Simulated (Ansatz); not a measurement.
Diatomic ZnGa, multiplicity 2 (lowest of 2S+1 = 2, 4 at CCSD(T)/def2-TZVPP on PBE0 minima; our sources give no spin for the ground state, which may be another). No spin–orbit coupling. Zn is treated without relativity. Ga is treated without relativity.

The constants come from a fifth-degree fit in 1/R (seven points, main isotopes). In def2 and cc sets the state is the lowest found near the PBE0 minimum, followed along R.

Programs: Ansatz (Gaussian orbitals). Values without a source in brackets are computed.

Energies at wB97M-V/def2-TZVPP:

```json
[
 {"R (Å)": "2.496355", "E (hartree)": "-3704.00807440"},
 {"R (Å)": "2.563461", "E (hartree)": "-3704.00953804"},
 {"R (Å)": "2.625199", "E (hartree)": "-3704.01039648"},
 {"R (Å)": "2.694989", "E (hartree)": "-3704.01093854"},
 {"R (Å)": "2.764780", "E (hartree)": "-3704.01114016"},
 {"R (Å)": "2.845308", "E (hartree)": "-3704.01107041"},
 {"R (Å)": "2.939256", "E (hartree)": "-3704.01071614"}
]
```

**Question.** With a reduced mass of 33.1667 u, find the minimum, the force constant and the constants.

**Answer.** A fifth-degree polynomial in 1/R puts the minimum at r_e = 2.7839 Å with force constant 20.0 N/m. Then ω_e = (1/2πc)√(k/μ) = 101 cm⁻¹ and B_e = h/(8π²cμr_e²) = 0.06558 cm⁻¹; the cubic and quartic terms give α_e = 0.00090 and ω_e x_e = 1.4 cm⁻¹.

Ansatz is a program for electronic structure.
